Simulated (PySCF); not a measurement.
# Successive Si–F bond energies

Method: PBE0/[Si def2-TZVP, F def2-TZVP], no relativity, density fitting, PySCF.

Each entry is the lowest minimum that a search over a few typed start shapes (and spin states, where more than one is plausible) found, or that minimum re-optimised at the stated level; isomers with ligand–ligand bonds, or fragments after loss of a ligand pair, can lie lower.

Total energies (Eh), which compare only within these settings: F atom -99.67618.

```json
{"species": "SiF₂", "2S+1": "1", "group": "C2v", "E (Eh)": "-489.06017", "ZPE (kJ/mol)": "12.3"}
{"species": "SiF₃", "2S+1": "2", "group": "C3v", "E (Eh)": "-588.90726", "ZPE (kJ/mol)": "22.4"}
{"species": "SiF₄", "2S+1": "1", "group": "Td", "E (Eh)": "-688.83677", "ZPE (kJ/mol)": "33.4"}
```

Question: What are De and D0 for SiF₃ → SiF₂ + F?

Answer: De = [(-489.06017) + (-99.67618) − (-588.90726)] × 2625.5 = 449 kJ/mol. The zero-point energy changes by -10.1 kJ/mol, so D0 = 439 kJ/mol.

Question: What are De and D0 for SiF₄ → SiF₃ + F?

Answer: De = [(-588.90726) + (-99.67618) − (-688.83677)] × 2625.5 = 665 kJ/mol. The zero-point energy changes by -11.0 kJ/mol, so D0 = 654 kJ/mol.

Atoms and open shells are unrestricted, without spin–orbit or basis-set superposition corrections.
